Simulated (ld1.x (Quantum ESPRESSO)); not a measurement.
## Tc: variants of one TM potential

Base potential:

* Element: Tc (Z = 43)
* Generator: ld1.x (Quantum ESPRESSO) 7.5
* Type: norm-conserving Troullier–Martins (Kleinman–Bylander form)
* Functional: LDA (PZ)
* Relativity: scalar-relativistic
* Frozen core: [Kr]
* Valence charge: 7
* Reference configuration: 4d5 5s2 5p0
* Partial waves: 5p (bound, empty): rc 2.95 bohr; 4d (bound): rc 2.15 bohr; 5s (bound): rc 2.95 bohr
* Local potential: the s channel
* Core correction: Bessel-smoothed model core inside 2.25 bohr

Cutoffs, loose and tight: the cutoffs (Ry, on a coarse ladder) from which the occupation-weighted sum of valence levels, in a spherical-Bessel basis at the reference potential, stays within 10 and 1 mRy of its value at 400 Ry. They do not see the model core or the augmentation charge, which bear on the density cutoff. Test errors are all-electron minus pseudo excitation energies from the reference, over the configurations 4d5 5s1 5p0; 4d5 5s0 5p0; 4d4 5s0 5p0; 4d3 5s0 5p0; 4d5.5 5s1.5 5p0; 4d4 5s2 5p0; 4d6 5s0 5p0 (two spin-polarised tests are not counted in the largest error). A dash means not determined; rows that change the core or the reference have their own tests.

A true bound ghost makes a file unfit for plane-wave use even where its test errors are small: the radial tests pick states by their node count and pass the ghost by.

```tsv
change	outcome	cutoff, loose	cutoff, tight	bound ghosts	largest test error (meV)
base	generated	40 Ry	45 Ry	none	-877
all radii but the core radius scaled by about 0.77 (s 2.26, p 2.26, d 1.64 bohr)	generated	50 Ry	55 Ry	p	-908
all radii but the core radius scaled by about 0.85 (s 2.52, p 2.52, d 1.84 bohr)	generated	45 Ry	50 Ry	none	-866
all radii but the core radius scaled by about 1.05 (s 3.10, p 3.10, d 2.26 bohr)	generated	40 Ry	45 Ry	none	-914
all radii but the core radius scaled by about 1.19 (s 3.52, p 3.52, d 2.56 bohr)	generated	35 Ry	40 Ry	none	-1087
all radii but the core radius scaled by about 1.25 (s 3.70, p 3.70, d 2.70 bohr)	generated	30 Ry	35 Ry	none	-1184
all radii but the core radius scaled by about 1.40 (s 4.12, p 4.12, d 3.00 bohr)	generated	30 Ry	35 Ry	none	-1398
```

Reading the sweep of the scale of all radii but the core radius (base = 1) (base included, trends over the rows without a ghost): The loose cutoff falls from 45 Ry at 0.85 to 30 Ry at 1.4. A larger radius leaves more room for a smooth pseudo-wave, so fewer plane waves are needed; a smaller one forces it to follow the all-electron wave where it bends sharply. The median size of the test errors (rows with all tests solved) is not monotonic: lowest 39.2 meV at 1.25, highest 139.3 meV at 1.4. Bound ghosts are found at 0.77.
